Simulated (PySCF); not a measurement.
PySCF 2.14 output of an unrestricted PBEsol calculation on a single atom or ion in aug-cc-pwCVDZ-PP with ECP10MDF (6s5p4d1f, 48 functions), with scalar relativity through the core potential:

```
SCF conv_tol = 1e-09
number electrons alpha = 14  beta = 10
    J. P. Perdew, A. Ruzsinszky, G. I. Csonka, O. A. Vydrov, G. E. Scuseria, L. A. Constantin, X. Zhou, and K. Burke.,  Phys. Rev. Lett. 100, 136406 (2008)
    J. P. Perdew, A. Ruzsinszky, G. I. Csonka, O. A. Vydrov, G. E. Scuseria, L. A. Constantin, X. Zhou, and K. Burke.,  Phys. Rev. Lett. 100, 136406 (2008)
cycle= 1 E= -460.519243556299  delta_E= -0.0151  |g|= 0.0857  |ddm|= 1.09
cycle= 2 E= -460.519352373797  delta_E= -0.000109  |g|= 0.0648  |ddm|= 0.265
cycle= 3 E= -460.519614151403  delta_E= -0.000262  |g|= 0.00255  |ddm|= 0.103
cycle= 4 E= -460.519615273606  delta_E= -1.12e-06  |g|= 0.000227  |ddm|= 0.0121
cycle= 5 E= -460.519615253844  delta_E= 1.98e-08  |g|= 3.42e-05  |ddm|= 0.00216
cycle= 6 E= -460.5196152505  delta_E= 3.34e-09  |g|= 5.8e-06  |ddm|= 0.000585
cycle= 7 E= -460.519615250412  delta_E= 8.84e-11  |g|= 1.86e-07  |ddm|= 8.02e-05
converged SCF energy = -460.519615250412  <S^2> = 6.0004328  2S+1 = 5.0001731
```

The run itself started from symmetry-adapted Hartree-Fock orbitals and held the occupation by maximum overlap, on a logarithmic radial grid, so the iterations belong to that start.

Problem. Which element, charge and spin multiplicity is this?

Solution. Kr²⁺ (krypton, charge +2), multiplicity 5; the state was [Ar] 3d10 4s1 4p4 5s1, high-spin 5P determinant (an excited configuration).

Energies and moments cover only the electrons outside the core potential. The outer electron is Rydberg-like, and this basis confines it to a smaller radius and binds it less than a complete one would.
